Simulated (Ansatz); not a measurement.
Computed with Ansatz on PBE0-D4/def2-TZVP structures; ΔE is electronic, products minus reactants. CCSD(T)/CBS is the MP2 limit (def2-TZVPP, def2-QZVPP) plus CCSD(T) − MP2 in def2-TZVPP, frozen cores. This one scheme is used for every species. DFT in def2-TZVPP. Each species was taken in one conformer, which may not be the lowest.

`ClB(Cl)B(Cl)Cl` + `C#CC#C` → 2 `C#CB(Cl)Cl`  (formal exchange of groups at a B–B bond)

```tsv
level	ΔE (kJ/mol)
r2SCANh-D4	-88.0
BHLYP	-95.7
```

(1) What does CCSD(T)/CBS give? (Estimate.)

Largest T1 diagnostic among the species: 0.014.

Answers

(1) Computed: -94.3 kJ/mol. The listed levels differ from it by 6.3, -1.4 kJ/mol.

Leaving LDA and LC-ωPBE aside and taking each functional with its dispersion term where it has one, the values, not all of them listed here, spread over 22.3 kJ/mol, from ωB97M-V to PBE-D4. LDA lies +3.6 kJ/mol from PBE without D4. In def2-TZVPP, CCSD(T) changes the Hartree–Fock value by +9.6 kJ/mol (the triples alone add +2.1 kJ/mol) and MP2 by +7.5 kJ/mol.
